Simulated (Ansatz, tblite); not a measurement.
Removing and adding an electron: `CCCCCCCCCCCC[Si](C)(C)Cl`. Charge 0, multiplicity 1. Geometry: PBE-D4/def2-SVP. Ansatz, gas phase; energy differences of separate SCF runs; the oxidised species was run as a doublet alone; the reduced species was run as a doublet alone.

```xyz
47

C     6.8274   -2.8804    0.3141
C     5.6792   -2.4694   -0.6099
C     4.7955   -1.3582   -0.0329
C     3.6397   -0.9485   -0.9521
C     2.7941    0.2265   -0.4379
C     2.1077    0.0043    0.9203
C     1.1873   -1.2254    0.9973
C     0.0592   -1.2718   -0.0442
C    -0.9136   -0.0886    0.0132
C    -2.0808   -0.2141   -0.9715
C    -3.0445    0.9825   -0.9871
C    -3.8105    1.2053    0.3270
Si   -5.0639    2.6183    0.3012
C    -5.8898    2.8202    1.9807
C    -6.3370    2.4024   -1.0699
Cl   -3.9981    4.3949   -0.1071
H     7.4484   -3.6845   -0.1308
H     6.4471   -3.2526    1.2889
H     7.4977   -2.0217    0.5304
H     5.0456   -3.3563   -0.8371
H     6.0881   -2.1379   -1.5910
H     4.3975   -1.6909    0.9521
H     5.4245   -0.4646    0.1870
H     2.9890   -1.8334   -1.1350
H     4.0526   -0.6789   -1.9496
H     3.4408    1.1288   -0.3615
H     2.0275    0.4782   -1.2035
H     2.8780   -0.0822    1.7172
H     1.5292    0.9186    1.1759
H     0.7390   -1.2666    2.0151
H     1.7968   -2.1513    0.9062
H    -0.5148   -2.2150    0.0947
H     0.4900   -1.3405   -1.0686
H    -0.3717    0.8614   -0.1941
H    -1.3016    0.0077    1.0523
H    -2.6538   -1.1432   -0.7463
H    -1.6703   -0.3565   -1.9963
H    -3.7710    0.8410   -1.8173
H    -2.4812    1.9091   -1.2371
H    -3.1089    1.4048    1.1664
H    -4.3684    0.2818    0.6107
H    -6.5857    3.6832    1.9791
H    -6.4687    1.9082    2.2386
H    -5.1349    2.9876    2.7752
H    -7.0555    3.2467   -1.0766
H    -5.8489    2.3601   -2.0641
H    -6.9079    1.4613   -0.9222
```

The xTB rows come from tblite. Single mean-field runs in def2-TZVP are fitted with def2-universal-jkfit. HOMO above LUMO, or a gap near zero within one spin, warns that the state may not be the lowest or that an electron is smeared out.

| level | −HOMO (eV) | vertical IE (eV) | −LUMO (eV) | vertical EA (eV) | HOMO–LUMO gap (eV) | IE − EA (eV) | remarks |
| --- | --- | --- | --- | --- | --- | --- | --- |
| GFN1-xTB | 11.52 | 13.50 | 4.37 | 2.57 | 7.15 | 10.93 | – |
| r2SCANh-D4/def2-TZVP | 7.43 | 9.07 | -0.91 | -1.79 | 8.35 | 10.86 | HOMO above zero (-1 doublet) |
| PBE0-D4/def2-TZVP | 7.96 | 9.35 | -0.82 | -1.72 | 8.78 | 11.08 | HOMO above zero (-1 doublet) |

Task: Estimate the rows for GFN2-xTB, PBE-D4/def2-TZVP.

Result: 
```
           level  −HOMO (eV)  vertical IE (eV)  −LUMO (eV)  vertical EA (eV)  HOMO–LUMO gap (eV)  IE − EA (eV)                                                                                                               remarks
        GFN2-xTB       10.76             12.50        4.58              1.85                6.17         10.65                                                                                                                     –
PBE-D4/def2-TZVP        6.69              8.59       -0.04             -1.28                6.73          9.88  HOMO above zero (-1 doublet), gap within one spin near zero (+1 doublet), gap within one spin near zero (-1 doublet)
```

   A HOMO above zero means that the electron is unbound at that level or that self-interaction error raises the level; the energy of removing that electron tells which. Raw xTB energy differences between charge states are shifted by several eV; the methods need an empirical correction for them. Sets without diffuse functions give affinities that are too small. A negative affinity means that the extra electron isn't bound; its size then hangs on the basis.
